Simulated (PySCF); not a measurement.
**Computed properties of difluorosilyl(difluoro)silane (F₄H₂Si₂), SMILES F[SiH](F)[SiH](F)F**

difluorosilyl(difluoro)silane (F₄H₂Si₂), SMILES F[SiH](F)[SiH](F)F. Coordinates come from a r2SCAN-D4/def2-SVP optimisation. Other conformers were not sampled. All values are computed for the isolated molecule unless a solvent is named; none is compared with measurement here.

**Structure.** The optimised structure has C2h symmetry. All 18 harmonic modes at r2SCAN-D4/def2-SVP (PySCF) are real, so it is a minimum. With heavy atoms numbered as in [SiH:1]([F:2])([F:3])[SiH:4]([F:5])[F:6], the shortest bond between them is Si1–F2 at 1.619 Å and the longest Si1–Si4 at 2.342 Å.

**Vibrations.** The strongest infrared lines (harmonic, unscaled, degenerate partners summed) lie at 766 cm⁻¹ (426 km/mol, H 82 %, Si 14 %), 959 cm⁻¹ (321 km/mol, Si 48 %, F 47 %), 2264 cm⁻¹ (236 km/mol, H 96 %). The softest mode is at 32 cm⁻¹ and the zero-point energy is 18.9 kcal/mol.

**Electronic structure.** M06-2X/def2-TZVP (PySCF) places the frontier levels at -10.25 and -0.38 eV, a gap of 9.87 eV, and gives a dipole moment of 0.00 D and a mean polarisability of 45.2 bohr³. PBE/def2-TZVP (PySCF) at the same geometry gives -7.61 and -2.07 eV, so its gap is 4.33 eV narrower. An orbital gap is neither the optical nor the fundamental gap.

**Excitations.** TDDFT-ωB97X/def2-SVPD (PySCF) has S1 at 6.77 eV (183 nm, f = 0.008, weak); the most intense of the 10 singlets computed lies at 9.47 eV (f = 0.71). T1 (TDA) is at 5.98 eV. TDDFT-PBE/def2-SVPD (PySCF) puts S1 at 5.95 eV. No vertical singlet excitation falls in the visible range (under 3.1 eV).

**NMR.** GIAO shifts at PBE0/pcSseg-1 (PySCF) (non-relativistic, atoms alike by connectivity averaged): ¹H at 5.6 ppm against TMS; ²⁹Si at -2.5 ppm against TMS; ¹⁹F at -165.6 ppm against CFCl3.

**Solvation.** SMD-B3LYP/6-31G* (PySCF) gives 0.7 kcal/mol in water, -1.9 kcal/mol in cyclohexanone, -2.8 kcal/mol in acetone (1 M in both phases, gas-phase geometry); of these solvents acetone holds the molecule best.
